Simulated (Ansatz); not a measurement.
A nudged elastic band was laid between two geometries of a periodic cell of 17 atoms, CuSi₁₆ (host Si, host structure diamond, interstitial Cu), cell charge +1.

Computed with DFT PBE-D3(BJ), scalar-relativistic, plane waves, PAW in Ansatz 0.2.0. Settings: cutoff 420 eV, k mesh 2x2x2, gaussian smearing 0.05 eV, no spin polarisation.

```json
{
 "movable images": "5",
 "climbing image": "yes",
 "spring": "5.0 eV/Å²",
 "optimiser": "fire",
 "start path": "straight line",
 "force threshold": "0.05 eV/Å",
 "iteration limit": "44",
 "end points": "relaxed"
}
```

First end point:

```xyz
17
Lattice="0.0000 5.4300 5.4300 5.4300 0.0000 5.4300 5.4300 5.4300 0.0000" Properties=species:S:1:pos:R:3
Si -0.080 0.103 -0.105
Si 1.319 1.404 1.362
Si 2.715 2.713 0.026
Si 4.072 4.140 1.287
Si 2.793 0.051 2.768
Si 4.185 1.533 3.890
Si 5.588 2.852 2.574
Si 6.850 4.125 4.098
Si -0.049 2.630 2.799
Si 1.322 4.065 4.022
Si 2.715 5.402 2.714
Si 4.021 6.724 4.132
Si 2.795 2.656 5.374
Si 4.130 4.032 6.822
Si 5.438 5.402 5.455
Si 6.851 6.759 6.732
Cu 1.666 4.419 6.435
```

Last end point:

```xyz
17
Lattice="0.0000 5.4300 5.4300 5.4300 0.0000 5.4300 5.4300 5.4300 0.0000" Properties=species:S:1:pos:R:3
Si -0.030 -0.062 -0.054
Si 1.493 1.199 1.218
Si 2.782 2.714 -0.071
Si 4.043 4.071 1.356
Si 2.767 -0.064 2.740
Si 4.045 1.348 4.095
Si 5.367 2.766 2.774
Si 6.785 4.070 4.097
Si 0.180 2.608 2.534
Si 1.301 3.995 4.019
Si 2.709 5.468 2.665
Si 4.176 6.869 3.964
Si 2.678 2.657 5.464
Si 4.123 3.993 6.840
Si 5.476 5.467 5.432
Si 6.701 6.835 6.868
Cu 3.063 5.124 5.079
```

**Question.** Which bonds break or form, and what moves?

**Answer.** Contacts lost: Si7–Cu17. Contacts made: Si11–Cu17, Si12–Cu17, Si15–Cu17. The atom that moves furthest is Cu17, by 2.07 Å.

**Question.** Give the energies along the band, and the barrier.

**Answer.** It converged. The highest image is number 2 of 0 to 6, 0.043 eV above the ends, which have the same energy within 2 meV. Beside the main top the profile has a ripple of under 15 meV (maxima at images 2, 4), which may be a very shallow well or noise. By the program's own check the climbing image is of a kind that is not told: the force calls were inconclusive, a negative curvature could not be distinguished from the path's own, the only one lies far off the path, or fixed occupations may fill a level only in part (lowest curvatures found: -0.36 and 0.33 eV/Å²). Limits of this set-up: coarse k mesh, charged cell in a uniform background, uncorrected.

| image | path coordinate (Å) | energy (eV) | Si7–Cu17 (Å) | Si11–Cu17 (Å) | Si12–Cu17 (Å) |
| --- | --- | --- | --- | --- | --- |
| 0 | 0.00 | 0.000 | 2.68 | 3.99 | 4.02 |
| 1 | 0.38 | 0.029 | 3.06 | 3.71 | 3.61 |
| 2 | 0.75 | 0.043 | 3.45 | 3.43 | 3.22 |
| 3 | 1.18 | 0.010 | 3.93 | 3.14 | 2.81 |
| 4 | 1.60 | 0.023 | 4.38 | 2.87 | 2.51 |
| 5 | 2.02 | 0.017 | 4.33 | 2.63 | 2.39 |
| 6 | 2.42 | 0.000 | 4.02 | 2.46 | 2.35 |

**Question.** What is the geometry of the highest image?

**Answer.** 
```xyz
17
Lattice="0.0000 5.4300 5.4300 5.4300 0.0000 5.4300 5.4300 5.4300 0.0000" Properties=species:S:1:pos:R:3:forces:R:3
Si -0.057 0.035 -0.108 0.00 -0.01 -0.01
Si 1.347 1.410 1.361 -0.01 0.00 0.02
Si 2.703 2.741 0.013 -0.02 0.00 0.02
Si 4.087 4.126 1.297 0.00 0.00 -0.01
Si 2.813 0.028 2.767 0.01 0.00 0.00
Si 4.194 1.502 3.938 0.02 0.03 0.00
Si 5.556 2.824 2.585 0.03 0.00 -0.03
Si 6.843 4.121 4.060 0.01 0.00 -0.01
Si -0.078 2.545 2.797 -0.04 -0.01 0.03
Si 1.307 4.025 3.955 -0.01 -0.02 0.00
Si 2.706 5.389 2.685 -0.01 -0.02 0.00
Si 3.982 6.682 4.169 -0.03 -0.03 0.02
Si 2.767 2.637 5.375 0.01 0.01 -0.02
Si 4.184 4.015 6.840 0.00 0.00 0.01
Si 5.457 5.383 5.447 0.00 -0.02 0.00
Si 6.835 6.765 6.740 0.01 -0.01 -0.02
Cu 2.130 4.799 6.010 0.03 0.06 -0.02
```

The run took 21 min on 1 thread of Arm Neoverse V1 (shared host), peak memory 0.94 GiB.
